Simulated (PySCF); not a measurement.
Os (osmium, neutral): UHF calculation

Configuration: [Xe] 4f14 5d8, high-spin 3F determinant (an excited configuration). All numbers are calculated (PySCF 2.14, the spin-free X2C one-electron Hamiltonian (Gaussian nucleus), in x2c-TZVPPall with one added diffuse shell each of s, p, d, f type (12s8p8d4f1g, 113 functions)).

* Total energy: -17249.870505 hartree
* One-electron energy: -23678.4539 hartree
* Hartree (Coulomb) energy: 6768.2175 hartree
* Exchange energy: -339.6341 hartree
* ⟨S²⟩: 2.0089
* ⟨L²⟩: 12.045
* Sum of ⟨r⟩: 44.88 bohr
* Sum of ⟨r²⟩: 60.14 bohr²
* Langevin diamagnetic susceptibility: -47.6 ×10⁻⁶ cm³/mol

```
shell  electrons  mean orbital energy (eV)  spread (eV)  rms radius, mean of both spins (bohr)
 1s β          1                  -74265.0            0                                 0.0201
 1s α          1                  -74265.0            0                                 0.0201
 2s α          1                  -13074.5            0                                 0.0809
 2s β          1                  -13074.3            0                                 0.0809
 2p α          3                  -11421.5            0                                 0.0739
 2p β          3                  -11421.3            0                                 0.0739
 3s α          1                   -3103.9            0                                  0.207
 3s β          1                   -3103.8            0                                  0.207
 3p α          3                   -2608.1            0                                  0.209
 3p β          3                   -2608.1            0                                  0.209
 3d α          5                   -2032.5        0.074                                  0.191
 3d β          5                   -2032.3        0.231                                  0.191
 4s α          1                   -685.44            0                                  0.459
 4s β          1                   -685.23            0                                  0.459
 4p α          3                   -519.31            0                                  0.488
 4p β          3                   -519.09            0                                  0.488
 4d α          5                   -305.09        0.212                                  0.526
 4d β          5                   -304.72        0.507                                  0.526
 5s α          1                   -103.94            0                                   1.09
 5s β          1                   -101.78            0                                   1.09
 4f α          7                   -66.374        0.285                                  0.612
 4f β          7                   -66.123        0.071                                  0.612
 5p α          3                   -59.677            0                                   1.27
 5p β          3                   -56.359            0                                   1.27
 5d α          5                    -7.911        0.883                                   2.17
 5d β          3                    -6.344            0                                   2.17
```

Spin-orbit coupling, absent here, splits the open shell strongly.

Densities and radii are taken from the X2C orbitals without a picture-change correction, which distorts them close to the nucleus.

Spin-orbit constants ζ (cm⁻¹) from the X2C one-electron operator on these orbitals: bare nucleus, nucleus screened by l(l+1)(2l+1)/3 electrons, and screened by the Breit-Pauli mean field of the electrons.

| shell | bare | screened nucleus | mean field |
| --- | --- | --- | --- |
| 2p | 7687000 | 7485000 | n/a |
| 3p | 1693000 | 1649000 | n/a |
| 3d | 264000 | 229200 | n/a |
| 4p | 393500 | 383100 | n/a |
| 4d | 53570 | 46530 | n/a |
| 4f | 9982 | 6304 | n/a |
| 5p | 55520 | 54060 | n/a |
| 5d | 3483 | 3025 | n/a |

To first order the Landé constant is A = -1512 cm⁻¹, so the lowest level has J = 4 and lies 0.562 eV below the centre of the term. This holds in LS coupling only.
